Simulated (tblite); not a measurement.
Record of a relaxation.

Compound: C₅H₅OS₂ (doublet state).
Numbering: `[CH3:1][O:2][c:3]1[cH:4][cH:5][c:6]([S:7])[s:8]1` (hydrogens: H9, H10, H11 on C1; H12 on C4; H13 on C5)
Bond orders are those of one Lewis drawing.

Computed with GFN2-xTB (tblite), gas phase: L-BFGS steps from a force-field or distance-geometry start until the largest atomic force falls under 0.01 eV/Å. 11 of its 61 geometries are shown.

Step 0: E = -645.8010 eV, largest atomic force 4.212 eV/Å
```
atom  x, y, z in Å  |  force x, y, z in eV/Å
C1     -2.499    0.498    0.129   -0.012   0.993  -0.286
O2     -1.643   -0.587   -0.039    3.027  -0.028   0.377
C3     -0.255   -0.296   -0.024   -2.353   1.898   0.178
C4      0.741   -1.191   -0.176   -2.592  -3.311  -0.252
C5      1.993   -0.728   -0.134    3.601   0.375  -0.103
C6      2.131    0.625    0.022    1.322   2.050   0.274
S7      3.716    1.526    0.092   -2.665  -1.340  -0.089
S8      0.506    1.410    0.169    0.078  -2.332  -0.326
H9     -1.968    1.236    0.758   -0.523   0.068  -0.111
H10    -3.473    0.234    0.603    0.867  -0.188  -0.450
H11    -2.647    0.927   -0.888   -0.315   0.094   0.608
H12     0.509   -2.284   -0.296    0.202   1.218   0.097
H13     2.885   -1.372   -0.235   -0.636   0.503   0.082
```

Step 6: E = -646.6917 eV, largest atomic force 0.468 eV/Å
```
atom  x, y, z in Å  |  force x, y, z in eV/Å
C1     -2.443    0.538    0.118   -0.058   0.163   0.041
O2     -1.528   -0.530    0.007   -0.120  -0.089  -0.028
C3     -0.229   -0.257   -0.028   -0.146  -0.086   0.036
C4      0.736   -1.235   -0.171   -0.200  -0.089  -0.036
C5      2.023   -0.750   -0.144    0.007  -0.022   0.024
C6      2.120    0.617    0.026    0.095   0.359   0.018
S7      3.536    1.491    0.094   -0.193   0.150   0.031
S8      0.470    1.311    0.152    0.234   0.196  -0.012
H9     -2.022    1.305    0.768   -0.075   0.221   0.006
H10    -3.373    0.173    0.555    0.143  -0.232   0.011
H11    -2.678    0.956   -0.865    0.156   0.058  -0.004
H12     0.494   -2.262   -0.296   -0.184  -0.428  -0.043
H13     2.891   -1.358   -0.235    0.340  -0.201  -0.044
```

Step 12: E = -646.7294 eV, largest atomic force 0.069 eV/Å
```
atom  x, y, z in Å  |  force x, y, z in eV/Å
C1     -2.439    0.557    0.124    0.018  -0.014  -0.004
O2     -1.528   -0.516    0.013    0.005  -0.047   0.018
C3     -0.226   -0.267   -0.025    0.011  -0.013  -0.012
C4      0.730   -1.259   -0.175    0.009   0.001   0.011
C5      2.026   -0.765   -0.144    0.028  -0.015  -0.016
C6      2.119    0.612    0.021   -0.019   0.000  -0.005
S7      3.499    1.536    0.102   -0.042   0.032   0.005
S8      0.481    1.305    0.144    0.012   0.015  -0.012
H9     -2.047    1.347    0.770   -0.021  -0.017   0.032
H10    -3.345    0.133    0.553   -0.027   0.059  -0.024
H11    -2.653    0.975   -0.863    0.009   0.021   0.004
H12     0.466   -2.293   -0.298    0.009   0.027   0.010
H13     2.912   -1.364   -0.238    0.007  -0.047  -0.008
```

Step 18: E = -646.7321 eV, largest atomic force 0.063 eV/Å
```
atom  x, y, z in Å  |  force x, y, z in eV/Å
C1     -2.436    0.557    0.125    0.007   0.014   0.007
O2     -1.529   -0.521    0.021    0.014   0.003   0.013
C3     -0.225   -0.271   -0.026    0.004  -0.016   0.008
C4      0.734   -1.260   -0.174   -0.017  -0.027  -0.006
C5      2.032   -0.769   -0.148   -0.021  -0.008   0.000
C6      2.120    0.609    0.016   -0.022  -0.017  -0.011
S7      3.482    1.558    0.105    0.020  -0.002  -0.006
S8      0.481    1.301    0.136   -0.020  -0.007  -0.009
H9     -2.053    1.340    0.783    0.030  -0.001   0.029
H10    -3.354    0.147    0.541   -0.015  -0.025  -0.028
H11    -2.638    0.984   -0.861    0.034   0.013  -0.014
H12     0.466   -2.295   -0.294    0.030   0.027   0.013
H13     2.914   -1.379   -0.242   -0.042   0.047   0.003
```

Step 24: E = -646.7364 eV, largest atomic force 0.100 eV/Å
```
atom  x, y, z in Å  |  force x, y, z in eV/Å
C1     -2.424    0.563    0.132   -0.007  -0.027  -0.013
O2     -1.535   -0.533    0.049   -0.032   0.024  -0.022
C3     -0.232   -0.286   -0.021   -0.018   0.019  -0.002
C4      0.731   -1.268   -0.170    0.020   0.031   0.023
C5      2.023   -0.767   -0.155    0.018   0.025   0.003
C6      2.106    0.612    0.000    0.018   0.044   0.002
S7      3.459    1.576    0.100    0.010  -0.046  -0.028
S8      0.467    1.294    0.113   -0.070   0.009   0.013
H9     -2.046    1.319    0.828   -0.080  -0.043  -0.037
H10    -3.371    0.157    0.487    0.041   0.034   0.004
H11    -2.569    1.013   -0.856    0.059   0.021   0.065
H12     0.485   -2.306   -0.278   -0.058  -0.077   0.001
H13     2.901   -1.375   -0.247    0.099  -0.015  -0.008
```

Step 30: E = -646.7424 eV, largest atomic force 0.118 eV/Å
```
atom  x, y, z in Å  |  force x, y, z in eV/Å
C1     -2.408    0.564    0.138    0.013  -0.004   0.009
O2     -1.545   -0.551    0.075   -0.011  -0.028  -0.029
C3     -0.242   -0.308   -0.013   -0.006   0.005   0.004
C4      0.731   -1.283   -0.157   -0.010   0.015   0.010
C5      2.018   -0.762   -0.163   -0.010   0.000   0.008
C6      2.081    0.621   -0.025    0.004  -0.009   0.009
S7      3.432    1.587    0.077   -0.011  -0.004  -0.042
S8      0.430    1.284    0.086    0.116  -0.007   0.018
H9     -2.069    1.278    0.893   -0.015   0.003   0.054
H10    -3.390    0.181    0.405   -0.013  -0.017  -0.048
H11    -2.445    1.071   -0.830   -0.042   0.013  -0.013
H12     0.492   -2.326   -0.247   -0.013   0.006   0.013
H13     2.909   -1.355   -0.256    0.000   0.029   0.006
```

Step 36: E = -646.7469 eV, largest atomic force 0.097 eV/Å
```
atom  x, y, z in Å  |  force x, y, z in eV/Å
C1     -2.406    0.565    0.140   -0.043   0.024  -0.005
O2     -1.548   -0.554    0.068    0.047   0.049  -0.009
C3     -0.243   -0.310   -0.007    0.042  -0.011   0.016
C4      0.730   -1.287   -0.144    0.023  -0.031  -0.014
C5      2.017   -0.765   -0.161    0.027  -0.016   0.019
C6      2.080    0.618   -0.030   -0.010  -0.011  -0.011
S7      3.430    1.587    0.034    0.047   0.020  -0.023
S8      0.439    1.280    0.092   -0.089   0.015   0.014
H9     -2.097    1.245    0.941   -0.020  -0.029  -0.036
H10    -3.402    0.182    0.344   -0.007  -0.047   0.000
H11    -2.408    1.106   -0.812    0.021   0.031   0.037
H12     0.483   -2.331   -0.225    0.033   0.071   0.007
H13     2.922   -1.337   -0.257   -0.072  -0.065   0.005
```

Step 42: E = -646.7543 eV, largest atomic force 0.044 eV/Å
```
atom  x, y, z in Å  |  force x, y, z in eV/Å
C1     -2.409    0.565    0.139    0.007  -0.006   0.007
O2     -1.545   -0.549    0.052   -0.011   0.011  -0.014
C3     -0.238   -0.309    0.010   -0.010   0.035  -0.005
C4      0.734   -1.286   -0.116   -0.025   0.020   0.007
C5      2.020   -0.764   -0.149   -0.020  -0.016  -0.003
C6      2.082    0.621   -0.046    0.016  -0.021  -0.012
S7      3.431    1.595   -0.064    0.011   0.005   0.011
S8      0.438    1.281    0.105   -0.004   0.022  -0.024
H9     -2.175    1.165    1.022   -0.037   0.000   0.023
H10    -3.418    0.164    0.212    0.023   0.001   0.011
H11    -2.324    1.200   -0.749    0.021  -0.036   0.002
H12     0.485   -2.329   -0.180    0.028  -0.008  -0.016
H13     2.913   -1.352   -0.254    0.001  -0.009   0.014
```

Step 48: E = -646.7553 eV, largest atomic force 0.033 eV/Å
```
atom  x, y, z in Å  |  force x, y, z in eV/Å
C1     -2.409    0.565    0.142   -0.004  -0.010   0.002
O2     -1.544   -0.548    0.052   -0.011  -0.004   0.018
C3     -0.239   -0.305    0.009   -0.002  -0.001   0.007
C4      0.732   -1.284   -0.111    0.009   0.014  -0.028
C5      2.018   -0.765   -0.150    0.005   0.016   0.015
C6      2.084    0.620   -0.052   -0.002   0.019  -0.009
S7      3.432    1.596   -0.075    0.003  -0.011   0.010
S8      0.439    1.285    0.097    0.023  -0.004  -0.024
H9     -2.196    1.151    1.041   -0.002   0.004  -0.006
H10    -3.418    0.163    0.192   -0.002  -0.004  -0.011
H11    -2.303    1.208   -0.737   -0.011   0.007   0.020
H12     0.491   -2.328   -0.176   -0.018  -0.019   0.000
H13     2.909   -1.357   -0.249    0.011  -0.007   0.007
```

Step 54: E = -646.7560 eV, largest atomic force 0.014 eV/Å
```
atom  x, y, z in Å  |  force x, y, z in eV/Å
C1     -2.411    0.563    0.147   -0.003   0.002   0.001
O2     -1.543   -0.546    0.061    0.000   0.002  -0.006
C3     -0.238   -0.302    0.007    0.000  -0.001  -0.006
C4      0.733   -1.283   -0.113    0.003   0.000   0.012
C5      2.019   -0.765   -0.148    0.003  -0.001  -0.012
C6      2.087    0.621   -0.062    0.000  -0.002  -0.001
S7      3.438    1.592   -0.083   -0.001  -0.005   0.006
S8      0.442    1.288    0.077   -0.002   0.002  -0.005
H9     -2.224    1.135    1.061    0.005  -0.002   0.006
H10    -3.421    0.159    0.162   -0.007  -0.011   0.005
H11    -2.285    1.223   -0.716    0.000   0.009  -0.007
H12     0.488   -2.327   -0.172   -0.001   0.007   0.004
H13     2.911   -1.358   -0.239    0.003  -0.001   0.002
```

Step 60: E = -646.7562 eV, largest atomic force 0.009 eV/Å
```
atom  x, y, z in Å  |  force x, y, z in eV/Å
C1     -2.414    0.562    0.148    0.006  -0.001   0.001
O2     -1.542   -0.544    0.058    0.007  -0.003  -0.005
C3     -0.237   -0.299    0.004    0.003   0.000  -0.005
C4      0.733   -1.281   -0.114   -0.004  -0.007  -0.005
C5      2.020   -0.765   -0.150   -0.003  -0.004   0.008
C6      2.089    0.621   -0.062    0.003  -0.004  -0.002
S7      3.442    1.589   -0.075    0.002   0.004   0.002
S8      0.445    1.290    0.072   -0.008   0.004  -0.002
H9     -2.221    1.138    1.058   -0.001  -0.004   0.004
H10    -3.421    0.153    0.172    0.004   0.004   0.002
H11    -2.297    1.220   -0.718   -0.005   0.003  -0.002
H12     0.486   -2.324   -0.173    0.001   0.001   0.007
H13     2.912   -1.360   -0.236   -0.006   0.005  -0.003
```

Question: Summarise the path.

Answer: The energy falls by 0.9552 eV from step 0 to step 60; nine tenths of that is first reached at step 5. It falls at every step. The largest force goes from 4.212 to 0.009 eV/Å. Among the bonds C6–S7 changes most, from 1.825 to 1.664 Å; the atoms move by 0.249 Å rms after alignment.

Question: Follow the three bonds and two angles with the largest change from start to end.

Answer: 
```csv
step,E above end (eV),largest force (eV/Å),C6–S7 (Å),C3–S8 (Å),O2–C3 (Å),O2–C1–H10 (°),O2–C1–H11 (°)
0,0.9552,4.212,1.825,1.878,1.419,113.8,105.7
3,0.1905,1.228,1.648,1.756,1.337,113.0,108.1
5,0.0858,0.488,1.662,1.723,1.331,110.6,110.5
8,0.0367,0.200,1.662,1.737,1.327,106.5,111.1
10,0.0291,0.132,1.660,1.736,1.327,105.8,110.4
13,0.0264,0.073,1.664,1.732,1.327,105.8,110.3
16,0.0247,0.052,1.664,1.732,1.328,106.3,110.6
18,0.0241,0.063,1.662,1.732,1.329,106.4,110.5
21,0.0226,0.076,1.663,1.730,1.328,106.3,110.2
23,0.0209,0.093,1.664,1.731,1.328,106.2,110.3
26,0.0171,0.111,1.664,1.734,1.328,106.1,110.7
29,0.0144,0.082,1.664,1.731,1.328,106.4,110.5
31,0.0130,0.115,1.664,1.730,1.329,106.7,110.1
34,0.0110,0.084,1.664,1.733,1.330,106.8,110.0
37,0.0075,0.102,1.664,1.732,1.330,106.7,110.8
39,0.0048,0.096,1.666,1.730,1.329,106.5,111.2
42,0.0019,0.044,1.664,1.731,1.329,106.3,111.1
44,0.0014,0.028,1.664,1.731,1.329,106.2,110.9
47,0.0010,0.036,1.664,1.731,1.328,106.3,110.7
50,0.0005,0.037,1.664,1.731,1.329,106.3,110.6
52,0.0003,0.028,1.664,1.731,1.329,106.3,110.7
55,0.0001,0.013,1.664,1.731,1.329,106.3,110.8
57,0.0001,0.018,1.664,1.731,1.329,106.2,110.8
60,0.0000,0.009,1.664,1.731,1.329,106.2,110.8
```

The cost below is that of the whole relaxation. The run took 0.4 s wall on one thread of an Arm Neoverse V1, no GPU (shared host).
